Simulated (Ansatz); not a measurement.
Consider the germylene formation by 1,1-elimination: `C[O][Ge]([CH3])([NH2])[Cl]` → `C[O][Ge][Cl]` + CH₃NH₂.

Isolated molecules relaxed with PBE0-D4/def2-TZVP in Ansatz; ΔE leaves out vibrations. CCSD(T)/CBS is the MP2 limit (def2-TZVPP, def2-QZVPP) plus CCSD(T) − MP2 in def2-TZVPP, frozen cores. DFT in def2-TZVPP. B3LYP here is the variant with VWN-RPA as its local correlation; programs differ in this. For Ge outer-core shells are correlated without core-valence functions, which leaves a few kJ/mol of doubt a bond. Scalar relativity is left out up to krypton. One conformer a species, not always the lowest.

```
             level  ΔE (kJ/mol)  difference from CCSD(T)/CBS
            PBE-D4        116.7                        -27.6
           PBE0-D4        140.7                         -3.6
          B3LYP-D4        114.0                        -30.3
           ωB97X-V        147.8                          3.5
            B2PLYP        125.0                        -19.3
               PBE        104.7                        -39.6
            r2SCAN        142.3                         -2.0
              PBE0        129.9                        -14.4
     HF/def2-TZVPP        133.7                        -10.6
    MP2/def2-TZVPP        173.2                         28.9
   CCSD/def2-TZVPP        157.4                         13.1
CCSD(T)/def2-TZVPP        158.6                         14.3
     HF/def2-QZVPP        131.3                        -13.0
SCS-MP2/def2-QZVPP        151.0                          6.7
      HF/CBS(def2)        131.0                        -13.3
     MP2/CBS(def2)        158.8                         14.5
       CCSD(T)/CBS        144.3                            0
```

Largest T1 diagnostic among the species: 0.015.

From PBE to PBE0 (25 % exact exchange), in def2-TZVPP and without D4, ΔE moves by +25.2 kJ/mol. In def2-TZVPP, CCSD(T) changes the Hartree–Fock value by +24.9 kJ/mol (the triples alone add +1.3 kJ/mol) and MP2 by +39.4 kJ/mol.
